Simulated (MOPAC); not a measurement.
MOPAC input (PM6):

```
PM6 FORCE THERMO(298,298) PRECISE LET GEO-OK AUX(PRECISION=9) THREADS=1
Be2F2

F    -0.00000000 1   -0.00000000 1   -2.14389473 1
Be   -0.00000000 1    0.00000000 1   -0.74090056 1
Be    0.00000000 1    0.00000000 1    0.74090012 1
F     0.00000000 1    0.00000000 1    2.14389503 1
```

Output:

```
 *******************************************************************************
 **                                                                           **
 **                              MOPAC v23.2.5                                **
 **                                                                           **
 *******************************************************************************
 ** MOPAC's Digital Object Identifier: https://doi.org/10.5281/zenodo.6511958 **
 **                                                                           **
 ** Please cite the open-source release paper for use of this MOPAC version:  **
 ** J. E. Moussa and J. J. P. Stewart (2026)                                  **
 ** MOPAC: An open-source semiempirical molecular orbital program             **
 ** J. Open Source Softw., 11(119), 8025, https://doi.org/10.21105/joss.08025 **
 *******************************************************************************

                              PM6 CALCULATION RESULTS

 *******************************************************************************
 *  PM6        - The PM6 Hamiltonian to be used
 *  GEO-OK     - OVERRIDE INTERATOMIC DISTANCE AND OTHER SAFETY CHECKS
 *  LET        - OVERRIDE SOME SAFETY CHECKS
 *  PRECISE    - TIGHTER CRITERIA TO BE USED
 *  FORCE      - FORCE CALCULATION SPECIFIED
 *  AUX        - OUTPUT AUXILIARY INFORMATION
 *  THERMO     - THERMODYNAMIC QUANTITIES TO BE CALCULATED
 *******************************************************************************
PM6 FORCE THERMO(298,298) PRECISE LET GEO-OK AUX(PRECISION=9) THREADS=1
 Be2F2

   ATOM   CHEMICAL          X               Y               Z
  NUMBER   SYMBOL      (ANGSTROMS)     (ANGSTROMS)     (ANGSTROMS)

     1       F         -0.00000000  *  -0.00000000  *  -2.14389473  *
     2      Be         -0.00000000  *   0.00000000  *  -0.74090056  *
     3      Be          0.00000000  *   0.00000000  *   0.74090012  *
     4       F          0.00000000  *   0.00000000  *   2.14389503  *

          CARTESIAN COORDINATES

    NO.       ATOM           X           Y           Z

     1         F         -0.0000     -0.0000     -2.1439
     2        Be         -0.0000      0.0000     -0.7409
     3        Be          0.0000      0.0000      0.7409
     4         F          0.0000      0.0000      2.1439

 General Reference for PM6:
 "Optimization of Parameters for Semiempirical Methods V: Modification of NDDO Approximations
 and Application to 70 Elements", J. J. P. Stewart, J. Mol. Mod., 13, 1173-1213 (2007)
 URL: https://link.springer.com/article/10.1007/s00894-007-0233-4

           Empirical Formula: F2 Be2  =     4 atoms

      MOLECULAR POINT GROUP   :   D*h

      RHF CALCULATION, NO. OF DOUBLY OCCUPIED LEVELS = 9

          HEAT OF FORMATION =    -169.853201 KCALS/MOLE

          CARTESIAN COORDINATE DERIVATIVES

   NUMBER  ATOM         X            Y            Z

     1       F     -0.013185     0.000000     0.000000
     2      Be      0.015584    -0.000001     0.000000
     3      Be     -0.016362     0.000001     0.000000
     4       F      0.013963    -0.000000     0.000000

 DIPOLE           X         Y         Z       TOTAL
 POINT-CHG.    -0.000    -0.000     0.000     0.000
 HYBRID         0.000     0.000     0.000     0.000
 SUM           -0.000    -0.000     0.000     0.000

          GRADIENT NORM =   0.02965

          MOLECULAR WEIGHT =   56.02

          ROTATIONAL CONSTANTS IN CM(-1)

          A =    0.00000000   B =    0.09135030   C =    0.09135030

           PRINCIPAL MOMENTS OF INERTIA IN UNITS OF 10**(-40)*GRAM-CM**2

          A =        0.0000   B =      306.4331   C =      306.4331

          ORIENTATION OF MOLECULE IN FORCE CALCULATION

    NO.       ATOM         X         Y         Z

     1          F      -2.1439   -0.0000    0.0000
     2         Be      -0.7409   -0.0000    0.0000
     3         Be       0.7409    0.0000    0.0000
     4          F       2.1439    0.0000   -0.0000

    FIRST DERIVATIVES WILL BE USED IN THE CALCULATION OF SECOND DERIVATIVES

    FOR POINT-GROUP D*h  THERE ARE 120 UNIQUE SYMMETRY FUNCTIONS.


(To convert to Hartree/Bohr^2, multiply by (10^(-21) x N x a0^2)/(4.184 x 627.51) =  0.0642)

           FORCE MATRIX IN MILLIDYNES/ANGSTROM

                  F  1      Be  2      Be  3       F  4
 ------------------------------------------------------
     F    1   7.411736
    Be    2   7.267579   8.846680
    Be    3   0.174667   1.624827   8.846680
     F    4   0.108509   0.174373   7.267579   7.411736

          HEAT OF FORMATION =    -169.853201 KCALS/MOLE

          ZERO POINT ENERGY       6.491 KCAL/MOL

           NORMAL COORDINATE ANALYSIS (Total motion = 1 Angstrom)

   Root No.       1         2         3         4         5         6         7

                 1 Piu     1 Piu     1 Sig     1 Pig     1 Pig     1 Siu     2 Sig

                 142.9     142.9     419.6     424.3     424.3    1424.2    1562.6

           1    0.0000   -0.0000    0.2828   -0.0000    0.0000   -0.1609    0.1335
           2   -0.1609    0.0017    0.0000    0.0704   -0.0003   -0.0000    0.0000
           3   -0.0017   -0.1609   -0.0000    0.0003    0.0704    0.0000   -0.0000
           4   -0.0000    0.0000    0.2172    0.0000   -0.0000    0.3391   -0.3665
           5    0.3391   -0.0036    0.0000   -0.4296    0.0021    0.0000   -0.0000
           6    0.0036    0.3391   -0.0000   -0.0021   -0.4296   -0.0000    0.0000
           7   -0.0000    0.0000   -0.2172   -0.0000    0.0000    0.3391    0.3665
           8    0.3391   -0.0036   -0.0000    0.4296   -0.0021    0.0000    0.0000
           9    0.0036    0.3391    0.0000    0.0021    0.4296   -0.0000   -0.0000
          10    0.0000   -0.0000   -0.2828    0.0000   -0.0000   -0.1609   -0.1335
          11   -0.1609    0.0017   -0.0000   -0.0704    0.0003   -0.0000   -0.0000
          12   -0.0017   -0.1609    0.0000   -0.0003   -0.0704    0.0000    0.0000

           MASS-WEIGHTED COORDINATE ANALYSIS (NORMAL COORDINATES)

   Root No.       1         2         3         4         5         6         7

                 1 Piu     1 Piu     1 Sig     1 Pig     1 Pig     1 Siu     2 Sig

                 142.9     142.9     419.6     424.3     424.3    1424.2    1562.6

           1    0.0000   -0.0000    0.6250   -0.0000    0.0000   -0.4011    0.3307
           2   -0.4010   -0.0058    0.0000    0.1637   -0.0026   -0.0000    0.0000
           3    0.0058   -0.4010   -0.0000    0.0026    0.1637    0.0000   -0.0000
           4   -0.0000    0.0000    0.3307    0.0000   -0.0000    0.5823   -0.6250
           5    0.5823    0.0085    0.0000   -0.6878    0.0108    0.0000   -0.0000
           6   -0.0085    0.5823   -0.0000   -0.0108   -0.6878   -0.0000    0.0000
           7   -0.0000    0.0000   -0.3307   -0.0000    0.0000    0.5823    0.6250
           8    0.5823    0.0085   -0.0000    0.6878   -0.0108    0.0000    0.0000
           9   -0.0085    0.5823    0.0000    0.0108    0.6878   -0.0000   -0.0000
          10    0.0000   -0.0000   -0.6250    0.0000   -0.0000   -0.4011   -0.3307
          11   -0.4010   -0.0058   -0.0000   -0.1637    0.0026   -0.0000   -0.0000
          12    0.0058   -0.4010    0.0000   -0.0026   -0.1637    0.0000    0.0000

          DESCRIPTION OF VIBRATIONS

 VIBRATION          2    1Piu        ATOM PAIR     ENERGY CONTRIBUTION    RADIAL
 FREQUENCY           142.87         F 1 -- Be2         +45.2% (147.2%)      0.0%
 TRANSITION DIPOLE   2.0573         Be3 -- F 4         +45.2% (147.2%)      0.0%
 TRAVEL (Ang.)       0.3930         Be2 -- Be3          +9.6% ( 67.8%)      0.0%
 REDUCED MASS        3.0563
 EFFECTIVE MASS     11.8235
 FORCE CONSTANT      0.0368

 VIBRATION          3    1Sig        ATOM PAIR     ENERGY CONTRIBUTION    RADIAL
 FREQUENCY           419.57         Be2 -- Be3         +80.7% (155.5%)    100.0%
 TRANSITION DIPOLE   0.0000         F 1 -- Be2          +9.6% ( 53.8%)    100.0%
 TRAVEL (Ang.)       0.1635         Be3 -- F 4          +9.6% ( 53.8%)    100.0%
 REDUCED MASS        6.0145
 EFFECTIVE MASS     20.8621
 FORCE CONSTANT      0.6238

 VIBRATION          5    1Pig        ATOM PAIR     ENERGY CONTRIBUTION    RADIAL
 FREQUENCY           424.30         Be2 -- Be3         +62.0% ( 94.6%)      0.0%
 TRANSITION DIPOLE   0.0000         Be3 -- F 4         +19.0% ( 52.4%)      0.0%
 TRAVEL (Ang.)       0.1978         F 1 -- Be2         +19.0% ( 52.4%)      0.0%
 REDUCED MASS        4.0632
 EFFECTIVE MASS      9.4546
 FORCE CONSTANT      0.4310

 VIBRATION          6    1Siu        ATOM PAIR     ENERGY CONTRIBUTION    RADIAL
 FREQUENCY          1424.19         F 1 -- Be2         +35.2% ( 74.0%)    100.0%
 TRANSITION DIPOLE   4.9255         Be3 -- F 4         +35.2% ( 74.0%)    100.0%
 TRAVEL (Ang.)       0.1245         Be2 -- Be3         +29.6% ( 67.8%)      9.4%
 REDUCED MASS        3.0563
 EFFECTIVE MASS     11.8235
 FORCE CONSTANT      3.6524

 VIBRATION          7    2Sig        ATOM PAIR     ENERGY CONTRIBUTION    RADIAL
 FREQUENCY          1562.61         Be2 -- Be3         +40.6% ( 78.9%)    100.0%
 TRANSITION DIPOLE   0.0000         Be3 -- F 4         +29.7% ( 67.4%)    100.0%
 TRAVEL (Ang.)       0.1160         F 1 -- Be2         +29.7% ( 67.4%)    100.0%
 REDUCED MASS        3.2051
 EFFECTIVE MASS     10.9041
 FORCE CONSTANT      4.6109

      SYMMETRY NUMBER FOR POINT-GROUP D*h =  2

          SYSTEM IS A GROUND STATE

 Be2F2

          MOLECULE IS LINEAR

          THERE ARE  7 GENUINE VIBRATIONS IN THIS SYSTEM
          THIS THERMODYNAMICS CALCULATION IS LIMITED TO
          MOLECULES WHICH HAVE NO INTERNAL ROTATIONS

                    CALCULATED THERMODYNAMIC PROPERTIES
                                          *
   TEMP. (K)   PARTITION FUNCTION   H.O.F.    ENTHALPY  HEAT CAPACITY ENTROPY
                                   KCAL/MOL   CAL/MOLE    CAL/K/MOL  CAL/K/MOL

 298.00  VIB.     0.6123D+01                  1370.3980     8.2386     8.1996
         ROT.     0.1134D+04                   592.1869     1.9872    15.9636
         INT.     0.6941D+04                  1962.5849    10.2259    24.1632
         TRA.     0.4054D+27                  1480.4672     4.9680    37.9886
         TOT.                     -169.853    3443.0520    15.1939    62.1518

   *: NOTE: HEATS OF FORMATION ARE RELATIVE TO THE
            ELEMENTS IN THEIR STANDARD STATE AT 298K
              (=  Standard Enthalpy of Formation).

            Hvib:  Zero-point energy is not included.
                   frequencies of less than zero cm-1 are not included.
            Hrot = (3/2)RT
            Htra = (3/2)RT + pV = (5/2)RT

            Heat capacity is Cp, not Cv

          For more information, see: HTTP://OpenMOPAC.net/Manual/thermochemistry.html

           FORCE CONSTANT IN CARTESIAN COORDINATES (Millidynes/A)

    ATOM   CHEMICAL       X               Y               Z
   NUMBER   SYMBOL  FORCE CONSTANT  FORCE CONSTANT  FORCE CONSTANT

      1       F        7.410561        0.090822        0.090822
      2      Be        8.819680        0.489054        0.489054
      3      Be        8.819680        0.489054        0.489054
      4       F        7.410561        0.090822        0.090822

 **********************
 *                    *
 * JOB ENDED NORMALLY *
 *                    *
 **********************

 == MOPAC DONE ==
```
